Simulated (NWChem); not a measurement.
All runs are NWChem calculations. System: H6BN, charge 1, spin multiplicity 2, at the geometry of a parent with another charge or spin, in a state set for the comparison that need not be this species' ground state. Its SCF solution wasn't tested for a lower state. Level: UPBE0/def2-TZVP.

The NWChem input:

```
start mol
memory heap 200 mb stack 900 mb global 1100 mb
charge 1
geometry units angstroms nocenter noautoz
  B      0.924952    -0.070347     0.000000
  N     -0.724072     0.055072     0.000000
  H      1.331774     1.082544     0.000000
  H      1.197490    -0.682996    -1.022285
  H      1.197490    -0.682996     1.022285
  H     -1.058213     0.558367     0.825339
  H     -1.166584    -0.867053     0.000000
  H     -1.058213     0.558367    -0.825339
  symmetry group Cs
end
basis spherical
  * library def2-tzvp
end
dft
  xc pbe0
  odft
  mult 2
  semidirect memsize 60000000 filesize 0
  iterations 100
end
task dft energy
```

Output (cleaned and shortened):

```
             Northwest Computational Chemistry Package (NWChem) 7.3.0
             --------------------------------------------------------

                                NWChem Input Module
                                -------------------

 Scaling coordinates for geometry "geometry" by  1.889725989
 (inverse scale =  0.529177249)

 Turning off AUTOSYM since
 SYMMETRY directive was detected!

                             Geometry "geometry" -> ""
                             -------------------------

 Output coordinates in angstroms (scale by  1.889725989 to convert to a.u.)

  No.       Tag          Charge          X              Y              Z
 ---- ---------------- ---------- -------------- -------------- --------------
    1 B                    5.0000     0.92495200    -0.07034700     0.00000000
    2 N                    7.0000    -0.72407200     0.05507200     0.00000000
    3 H                    1.0000     1.33177400     1.08254400     0.00000000
    4 H                    1.0000     1.19749000    -0.68299600    -1.02228500
    5 H                    1.0000     1.19749000    -0.68299600     1.02228500
    6 H                    1.0000    -1.05821300     0.55836700     0.82533900
    7 H                    1.0000    -1.16658400    -0.86705300     0.00000000
    8 H                    1.0000    -1.05821300     0.55836700    -0.82533900

 Effective nuclear repulsion energy (a.u.)      40.4072154883

            Nuclear Dipole moment (a.u.)
            ----------------------------
        X                 Y               Z
 ---------------- ---------------- ----------------
     0.0000000000     0.0000037795     0.0000000000

      Symmetry information
      --------------------

 Group name             Cs
 Group number              2
 Group order               2
 No. of unique centers     6

      Symmetry unique atoms

     1    2    3    4    6    7


 Summary of "ao basis" -> "" (spherical)
 ------------------------------------------------------------------------------
       Tag                 Description            Shells   Functions and Types
[...]
   -----------------------------

   alpha      1      2      3      4      5      6      7      8      9     10
    beta      1      2      3      4      6      5      7      9      8     10
 overlap   1.000  1.000  1.000  0.959  0.983  1.000  0.805  0.821  0.999  0.999

   alpha     11     12     13     14     15     16     17     18     19     20
    beta     12     11     13     14     16     15     18     17     19     20
 overlap   0.978  0.998  0.969  0.880  0.803  0.996  0.904  0.999  0.999  0.929

   alpha     21     22     23     24     25     26     27     28     29     30
    beta     22     21     23     25     24     27     26     28     30     29
 overlap   0.930  1.000  0.997  0.974  0.963  0.926  0.953  0.865  0.855  0.989

   alpha     31     32     33     34     35     36     37     38     39     40
    beta     31     32     35     33     34     36     38     37     40     39
 overlap   0.987  0.998  0.963  0.969  1.000  0.998  0.997  1.000  0.992  0.999

   alpha     41     42     43     44     45     46     47     48     49     50
    beta     41     42     43     44     45     46     48     47     49     50
 overlap   0.995  0.998  0.998  0.997  0.999  1.000  0.973  0.973  0.960  0.968

   alpha     51     52     53     54     55     56     57     58     59     60
    beta     51     52     53     55     54     56     57     59     58     60
 overlap   0.881  0.990  0.896  0.981  0.997  0.994  0.870  0.902  0.997  0.962

   alpha     61     62     63     64     65     66     67     68     69     70
    beta     62     61     63     64     65     67     66     68     69     70
 overlap   0.996  0.994  0.998  0.995  0.997  0.961  0.992  0.890  0.927  0.993

   alpha     71     72     73     74     75     76     77     78     79     80
    beta     71     72     73     74     75     77     76     78     79     80
 overlap   0.995  0.998  0.996  0.999  0.993  0.975  0.953  0.997  0.959  0.997

   alpha     81     82     83     84     85     86     87     88     89     90
    beta     81     82     83     84     85     86     87     88     90     89
 overlap   0.993  0.995  0.999  1.000  1.000  1.000  1.000  1.000  1.000  1.000

   alpha     91     92     93     94     95     96     97     98
    beta     91     92     93     94     95     96     97     98
 overlap   1.000  1.000  1.000  1.000  1.000  1.000  1.000  1.000

     --------------------------
     Expectation value of S2:
     --------------------------
      <S2> =      0.7571 (Exact =     0.7500)

 center of mass
 --------------
 x =   0.02987783 y =  -0.00227101 z =   0.00000000

 moments of inertia (a.u.)
 ------------------
          25.296900452813           5.861215523237           0.000000000000
           5.861215523237         101.913816503195           0.000000000000
           0.000000000000           0.000000000000         102.359551838293

     Multipole analysis of the density
     ---------------------------------

     L   x y z        total         alpha         beta         nuclear
     -   - - -        -----         -----         ----         -------
     0   0 0 0      1.000000     -9.000000     -8.000000     18.000000

     1   1 0 0     -0.537077     -1.288871      0.751794      0.000000
     1   0 1 0      0.317962     -0.006558      0.324516      0.000004
     1   0 0 1     -0.000000     -0.000000     -0.000000      0.000000

     2   2 0 0     -5.158826    -34.098251    -28.875311     57.814735
     2   1 1 0      0.612883      1.537569      2.534892     -3.459578
     2   1 0 1      0.000000     -0.000000      0.000000      0.000000
     2   0 2 0     -6.813390    -11.551301     -7.854272     12.592183
     2   0 1 1      0.000000      0.000000     -0.000000      0.000000
     2   0 0 2     -8.564378    -11.060662     -9.832823     12.329107

 Task  times  cpu:        5.0s     wall:        5.0s

 Total times  cpu:        5.0s     wall:        5.0s
```
